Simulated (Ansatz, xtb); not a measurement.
# Relative energy of two isomers of C3H5Cl2Ga

We compare I, `C=C[CH2][Ga]([Cl])[Cl]`, a singlet, with II, `C=[C](C)[Ga]([Cl])[Cl]`, a singlet. Both are isolated molecules in the gas phase, relaxed with PBE0-D4/def2-SVP; the shapes shown needn't be the lowest conformers.

I (Å):

| atom | x (Å) | y (Å) | z (Å) |
| --- | --- | --- | --- |
| C | -1.0741 | -0.8361 | -1.3199 |
| C | 0.0253 | -0.8503 | -0.5585 |
| C | 0.0935 | -0.4257 | 0.8713 |
| Cl | 2.8338 | 1.8307 | 0.3076 |
| Cl | -0.3852 | 3.1240 | 1.3260 |
| Ga | 0.8115 | 1.4001 | 0.8825 |
| H | -1.0391 | -1.1404 | -2.3685 |
| H | -2.0462 | -0.5287 | -0.9203 |
| H | 0.9741 | -1.1640 | -1.0118 |
| H | 0.7684 | -1.0637 | 1.4621 |
| H | -0.8964 | -0.4028 | 1.3501 |

II (Å):

```xyz
11

C    -1.5572   -2.6548   -0.7410
C    -1.1521   -1.4934   -0.2066
C    -2.0381   -0.2975   -0.0338
Cl    1.5947    0.3216    1.2305
Cl    2.0022   -3.1134    0.1308
Ga    0.7031   -1.4211    0.3555
H    -0.8854   -3.5118   -0.8539
H    -2.5895   -2.7919   -1.0897
H    -3.0571   -0.4961   -0.4019
H    -2.1077    0.0013    1.0247
H    -1.6421    0.5775   -0.5743
```

Question: Estimate E(II) − E(I) at the level CCSD(T)/def2-SVP + ΔMP2/def2-TZVPP.

Answer: CCSD(T)/def2-SVP + ΔMP2/def2-TZVPP gives E(II) − E(I) = −1.69 kcal/mol, slightly favouring structure II, which is too small a margin to settle the true order.

How the difference moves with the method:

| level | geometry | E(II) − E(I) (kcal/mol) | departure from the last row (kcal/mol) | job, with rough time for the two |
| --- | --- | --- | --- | --- |
| PBE0-D4/def2-SVP | PBE0-D4/def2-SVP | −1.32 | +0.37 | optimisation, 98 s |
| HF/def2-SVP | PBE0-D4/def2-SVP | −1.89 | −0.20 | part of the CCSD(T) run |
| MP2/def2-SVP | PBE0-D4/def2-SVP | −2.11 | −0.42 | part of the CCSD(T) run |
| CCSD(T)/def2-SVP | PBE0-D4/def2-SVP | −2.06 | −0.38 | single point |
| CCSD(T)/def2-SVP + ΔMP2/def2-TZVPP | PBE0-D4/def2-SVP | −1.69 |  | single point, 29 s |

As drawn, both hold the same kinds of bond in the same numbers. Structure I has 0 methyl groups, II 1.

The largest departure from CCSD(T)/def2-SVP + ΔMP2/def2-TZVPP is that of MP2/def2-SVP, 0.42 kcal/mol. Levels run at GFN2-xTB geometries aren't shown. The last row adds to CCSD(T) the change of the MP2 difference between the two basis sets, here +0.38 kcal/mol.

With thermal terms from frequencies at re-optimised GFN2-xTB minima (ideal gas, soft modes damped towards free rotors, one conformer each, 298.15 K, 1 atm): the zero-point term adds +0.23 kcal/mol; ΔH is −1.35 and ΔG −1.43 kcal/mol.

The correlated steps freeze 22 core orbitals; the filled d shell of Ga is correlated, in a basis made for valence electrons. Run with Ansatz 0.2.0, xtb 6.7.1; the last row on 2 threads of AMD EPYC 9R45 96-Core Processor (Zen 5) on a shared host.
